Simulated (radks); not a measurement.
The tin anion Sn4-, [Xe], held by a Watson sphere: a shell of charge +4 at radius R that stands for the Madelung well of a crystal (potential energy -4/R inside, -4/r outside, in hartree with lengths in bohr). Method: scalar-relativistic Kohn-Sham, LDA (Slater exchange, VWN5 correlation), spin-polarised, spherical densities, point nucleus; computed with a radial shooting solver on a logarithmic mesh with Libxc functionals. Response by self-consistent Sternheimer equations with the Hartree and adiabatic LDA kernel, the relativistic mass of each level held fixed and spin-orbit coupling left out. The sphere does not respond.

| R (bohr) | e(4d) (eV) | e(5s) (eV) | e(5p) (eV) | <r> 5p (bohr) | sum of <r^2> (bohr^2) | X-ray form factor at sin(theta)/lambda = 0.3 1/angstrom | alpha (bohr^3) |
|---|---|---|---|---|---|---|---|
| 3.13 | -24.776 | -12.284 | -6.082 | 3.185 | 107.8 | 34.584 | 80.67 |
| 3.28 | -24.472 | -11.870 | -5.842 | 3.266 | 111.8 | 34.620 | 89.65 |
| 3.76 | -23.810 | -10.749 | -5.130 | 3.529 | 125.4 | 34.703 | 125.6 |
| 3.92 | -23.662 | -10.439 | -4.913 | 3.618 | 130.1 | 34.720 | 140.4 |
| 4.11 | -23.518 | -10.107 | -4.672 | 3.725 | 135.9 | 34.734 | 160.1 |
| 4.35 | -23.374 | -9.741 | -4.389 | 3.860 | 143.6 | 34.746 | 188.5 |
| 4.58 | -23.267 | -9.441 | -4.142 | 3.992 | 151.1 | 34.752 | 219.7 |
